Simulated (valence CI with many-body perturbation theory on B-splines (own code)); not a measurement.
E1 transitions of Ta⁵⁹⁺

Calculated by relativistic CI+MBPT: four valence electrons over a frozen Dirac-Fock core [Ne], a basis of 11 s, 11 p, 10 d, 8 f, 5 g, 2 h functions for each j, with the one-electron correlation potential Σ1, the two-electron term Σ2, the three-electron term Σ3, Breit, model QED; selected CI, second order for the rest, scaled by the run's own slope (own B-spline code, finite nucleus).

No measured spectrum was set against this ion. As an estimate, large intervals hold to a few tenths of a per cent, small ones and those within an open d or f shell to about a per cent. Among the levels kept, up to 570 cm⁻¹ of a level comes from second order outside the variational space, and about a tenth of that is noise between levels of different J, which matters for small intervals.

Lines 101 to 150 of 562 in falling wavelength, among levels below 1652.8 eV, chosen from the strongest by gf and those to the six lowest levels. Wavelengths and rates use the calculated energies. Electric multipoles are in the length gauge, E1 and E2 with the static RPA response of the core. Weak lines are less certain than strong ones. Lines between different terms over intervals too small for the method are left out, as are lines whose strength nearly cancels. The highest levels of a list are the least certain.

Levels are named by their leading jj configuration (3d3/2^4 stands for four electrons in 3d with j = 3/2), which in mixed levels can hold well under half, so a name can repeat and another be missing. Letters in brackets count levels of one name in rising energy.

| λ vac (nm) | Upper | Lower | A (s⁻¹) | log gf | Branch % |
| --- | --- | --- | --- | --- | --- |
| 4.404 | (3s 3p1/2 3d5/2^2) J=3 [b] | (3s 3p1/2 3p3/2 3d5/2) J=2 [d] | 1.91e+11 | -0.41 | 21.1 |
| 4.390 | (3s 3p1/2 3d5/2^2) J=3 [a] | (3s 3p1/2 3p3/2 3d5/2) J=2 [c] | 5.62e+10 | -0.94 | 10.0 |
| 4.345 | (3s 3p1/2 3d3/2 3d5/2) J=3 [b] | (3s 3p1/2 3p3/2 3d3/2) J=3 [c] | 4.92e+10 | -1.01 | 9.2 |
| 4.337 | (3s 3p1/2 3d5/2^2) J=4 [b] | (3s 3p1/2 3p3/2 3d5/2) J=3 [d] | 2.37e+11 | -0.22 | 42.3 |
| 4.324 | (3s 3p1/2 3d5/2^2) J=5 | (3s 3p1/2 3p3/2 3d5/2) J=4 [c] | 9.43e+10 | -0.54 | 22.5 |
| 4.297 | (3p1/2^2 3d5/2^2) J=2 | (3p1/2^2 3p3/2 3d5/2) J=1 | 5.50e+10 | -1.12 | 9.5 |
| 4.295 | (3s 3p1/2 3d3/2 3d5/2) J=4 [b] | (3s 3p1/2 3p3/2 3d3/2) J=3 [c] | 1.20e+11 | -0.52 | 25.8 |
| 4.290 | (3s 3p1/2 3d5/2^2) J=3 [b] | (3s 3p1/2 3p3/2 3d5/2) J=2 [c] | 1.27e+11 | -0.61 | 14.1 |
| 4.273 | (3s 3p1/2 3d5/2^2) J=3 [b] | (3s 3p1/2 3p3/2 3d5/2) J=3 [d] | 8.10e+10 | -0.81 | 8.9 |
| 4.273 | (3p1/2^2 3d5/2^2) J=4 | (3p1/2^2 3p3/2 3d5/2) J=3 | 1.12e+11 | -0.56 | 22.1 |
| 4.269 | (3s 3p1/2 3d3/2 3d5/2) J=2 [b] | (3s 3p1/2 3p3/2 3d3/2) J=1 [c] | 5.72e+10 | -1.11 | 10.6 |
| 4.261 | (3s 3p1/2 3d5/2^2) J=4 [a] | (3s 3p1/2 3p3/2 3d5/2) J=3 [b] | 8.06e+10 | -0.70 | 11.9 |
| 4.242 | (3s^2 3d5/2^2) J=2 | (3s^2 3p3/2 3d5/2) J=1 | 1.49e+11 | -0.70 | 22.2 |
| 4.241 | (3s 3p1/2 3d5/2^2) J=2 [b] | (3s 3p1/2 3p3/2 3d5/2) J=2 [c] | 6.07e+10 | -1.09 | 7.6 |
| 4.239 | (3s^2 3d5/2^2) J=4 | (3s^2 3p3/2 3d5/2) J=3 | 3.77e+11 | -0.04 | 67.8 |
| 4.224 | (3s 3p1/2 3d5/2^2) J=2 [b] | (3s 3p1/2 3p3/2 3d5/2) J=3 [d] | 6.23e+10 | -1.08 | 7.8 |
| 4.213 | (3s 3p3/2^2 3d5/2) J=1 [a] | (3s 3p3/2^3) J=2 | 1.52e+11 | -0.92 | 8.2 |
| 4.209 | (3s 3p3/2^2 3d5/2) J=3 [a] | (3s 3p3/2^3) J=2 | 4.83e+10 | -1.05 | 3.6 |
| 4.198 | (3s 3p1/2 3d3/2 3d5/2) J=3 [d] | (3s 3p1/2 3p3/2 3d3/2) J=2 [e] | 1.90e+11 | -0.45 | 7.7 |
| 4.186 | (3s 3p1/2 3d3/2 3d5/2) J=2 [d] | (3s 3p1/2 3p3/2 3d3/2) J=1 [d] | 1.11e+11 | -0.84 | 3.2 |
| 4.173 | (3s 3p1/2 3d3/2 3d5/2) J=1 [b] | (3s 3p1/2 3p3/2 3d3/2) J=1 [c] | 1.74e+11 | -0.87 | 22.6 |
| 4.170 | (3s 3p1/2^2 3d5/2) J=2 | (3s 3p1/2^2 3p3/2) J=1 | 1.62e+11 | -0.68 | 62.3 |
| 4.167 | (3s 3p1/2 3d5/2^2) J=1 [a] | (3s 3p1/2 3p3/2 3d5/2) J=1 [c] | 1.75e+11 | -0.86 | 19.2 |
| 4.162 | (3s 3p1/2 3d3/2 3d5/2) J=4 [b] | (3s 3p1/2 3p3/2 3d3/2) J=3 [b] | 3.90e+10 | -1.04 | 8.4 |
| 4.149 | (3s^2 3p3/2 3d5/2) J=2 | (3s^2 3p3/2^2) J=2 | 1.60e+11 | -0.69 | 89.5 |
| 4.137 | (3s 3p1/2 3d3/2 3d5/2) J=1 [c] | (3s 3p1/2 3p3/2 3d3/2) J=0 [b] | 9.36e+10 | -1.14 | 2.6 |
| 4.120 | (3s 3p1/2 3d3/2 3d5/2) J=3 [b] | (3s 3p1/2 3p3/2 3d3/2) J=2 [c] | 1.23e+11 | -0.66 | 23.1 |
| 4.117 | (3s 3p1/2 3d5/2^2) J=5 | (3s 3p1/2 3p3/2 3d5/2) J=4 [b] | 1.65e+11 | -0.34 | 39.4 |
| 4.116 | (3s 3p1/2 3d5/2^2) J=4 [a] | (3s 3p1/2 3p3/2 3d5/2) J=3 [a] | 2.36e+11 | -0.27 | 35.0 |
| 4.114 | (3s^2 3d3/2 3d5/2) J=3 | (3s^2 3p3/2 3d3/2) J=2 | 2.09e+11 | -0.43 | 5.8 |
| 4.108 | (3s 3p1/2 3d5/2^2) J=4 [b] | (3s 3p1/2 3p3/2 3d5/2) J=4 [c] | 1.18e+11 | -0.57 | 21.0 |
| 4.102 | (3s^2 3d5/2^2) J=2 | (3s^2 3p3/2 3d5/2) J=3 | 8.05e+10 | -0.99 | 12.0 |
| 4.100 | (3s 3p1/2 3d5/2^2) J=2 [a] | (3s 3p1/2 3p3/2 3d5/2) J=1 [a] | 6.52e+10 | -1.09 | 10.4 |
| 4.098 | (3s^2 3p1/2 3d5/2) J=2 | (3s^2 3p1/2 3p3/2) J=2 | 4.01e+10 | -1.30 | 12.8 |
| 4.084 | (3s^2 3p1/2 3d5/2) J=3 | (3s^2 3p1/2 3p3/2) J=2 | 2.02e+11 | -0.45 | 100.0 |
| 4.077 | (3s 3p1/2 3p3/2 3d5/2) J=2 [a] | (3s 3p1/2 3p3/2^2) J=2 [a] | 1.64e+11 | -0.69 | 31.0 |
| 4.071 | (3p1/2^2 3d5/2^2) J=4 | (3s 3p1/2 3d3/2 3d5/2) J=3 [a] | 1.23e+11 | -0.56 | 24.3 |
| 4.071 | (3s 3p1/2 3d3/2 3d5/2) J=1 [c] | (3s 3p1/2 3p3/2 3d3/2) J=1 [d] | 9.69e+10 | -1.14 | 2.7 |
| 4.068 | (3p1/2^2 3d3/2 3d5/2) J=2 | (3p1/2^2 3p3/2 3d3/2) J=1 | 9.86e+10 | -0.91 | 24.4 |
| 4.062 | (3s^2 3d3/2 3d5/2) J=3 | (3s^2 3p3/2 3d3/2) J=3 | 4.09e+10 | -1.15 | 1.1 |
| 4.051 | (3s 3p3/2^2 3d5/2) J=1 [b] | (3s 3p3/2^3) J=1 | 3.63e+11 | -0.57 | 9.8 |
| 4.051 | (3s 3p1/2 3p3/2 3d5/2) J=3 [b] | (3s 3p1/2 3p3/2^2) J=3 | 1.68e+11 | -0.54 | 28.4 |
| 4.043 | (3s 3p1/2 3d5/2^2) J=1 [b] | (3s 3p1/2 3p3/2 3d5/2) J=2 [d] | 1.88e+11 | -0.86 | 22.3 |
| 4.040 | (3s 3p1/2 3d5/2^2) J=2 [b] | (3s 3p1/2 3p3/2 3d5/2) J=1 [b] | 7.35e+10 | -1.05 | 9.2 |
| 4.031 | (3s 3p1/2 3d3/2 3d5/2) J=2 [b] | (3s 3p1/2 3p3/2 3d3/2) J=2 [c] | 1.47e+11 | -0.75 | 27.2 |
| 4.029 | (3s 3p1/2 3d3/2 3d5/2) J=3 [c] | (3s 3p1/2 3p3/2 3d3/2) J=2 [d] | 1.87e+11 | -0.50 | 6.7 |
| 4.018 | (3p1/2^2 3p3/2 3d5/2) J=2 | (3s 3p1/2 3p3/2 3d3/2) J=2 [a] | 8.65e+10 | -0.98 | 9.6 |
| 4.013 | (3s 3p1/2 3d5/2^2) J=3 [b] | (3s 3p1/2 3p3/2 3d5/2) J=3 [c] | 7.40e+10 | -0.90 | 8.2 |
| 4.009 | (3s 3p1/2 3p3/2 3d5/2) J=4 [b] | (3s 3p1/2 3p3/2^2) J=3 | 1.79e+11 | -0.41 | 59.6 |
| 4.005 | (3s 3p1/2 3p3/2 3d5/2) J=2 [b] | (3s 3p1/2 3p3/2^2) J=3 | 6.61e+10 | -1.10 | 4.2 |
